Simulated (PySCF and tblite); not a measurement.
The numbers below are computed, except where a source is named.
C₅H₉NO, numbered as in [CH3:1][O:2][CH2:3][CH2:4][CH2:5][C:6]#[N:7].

The ensemble was built from 150 distance-geometry starts (ETKDG and KDG, MMFF94s, GFN2-xTB) and rests on PBE0-D3(BJ)/def2-SVP geometries. Free energies are B3LYP-D3(BJ)/def2-TZVP (IEF-PCM, chloroform) single points with GFN2-xTB rigid-rotor and vibrational terms (modes under about 100 cm⁻¹ blended into free rotors). Symmetry numbers and mirror images are counted. Conformers within 3 kcal/mol (GFN2-xTB free energy) were kept, 8 at most. Couplings: B3LYP/pcSseg-1 with pcJ-1 on H (gas phase; spin-dipole term only for pairs with B, N, F, Si or P). Couplings are for ¹H; a prime marks the second kind of pair between the same two sets of atoms. Programs: PySCF with density fitting and tblite.

Torsions listed: C1–O2–C3–C4, O2–C3–C4–C5, C3–C4–C5–C6. Of a mirror pair one member is shown.

```json
{"conformer": "1", "shape": "175°, -58°, -63°", "weight %": "44.8"}
{"conformer": "2", "shape": "179°, -58°, 178°", "weight %": "29.8"}
{"conformer": "3", "shape": "177°, 177°, 61°", "weight %": "10.0"}
{"conformer": "4", "shape": "76°, 55°, -175°", "weight %": "6.4"}
{"conformer": "5", "shape": "77°, 56°, 66°", "weight %": "5.1"}
```

Not shown: 3 more, 3.9 % in all.

(1) Give the couplings in each conformer and the averages at 298.15 K (pairs that fast motion interchanges averaged).

For its torsions the set is small; conformers may be missing.

Results:

(1) 
```csv
coupling,pairs,1,2,3,4,average (Hz)
"²J(H1,H1)",3,-11.4,-11.5,-11.4,-11.6,-11.5
"²J(H3,H3)",1,-10.4,-10.3,-9.5,-14.1,-10.5
"³J(H3,H4)",2,3.5,3.7,13.6,3.8,4.7
"³J(H3,H4′)",2,8.1,8.1,5.2,8.3,7.8
"⁴J(H3,H5)",2,-0.9,-0.5,-0.5,-0.5,-0.7
"²J(H4,H4)",1,-15.1,-15.2,-14.7,-16.0,-15.2
"³J(H4,H5)",2,9.9,4.4,10.4,4.5,7.8
"³J(H4,H5′)",2,3.8,15.2,4.2,15.4,8.4
"²J(H5,H5)",1,-18.8,-19.4,-19.5,-19.9,-19.2
```

Only couplings over up to 4 bonds are listed; longer-range ones, if any, are left out.
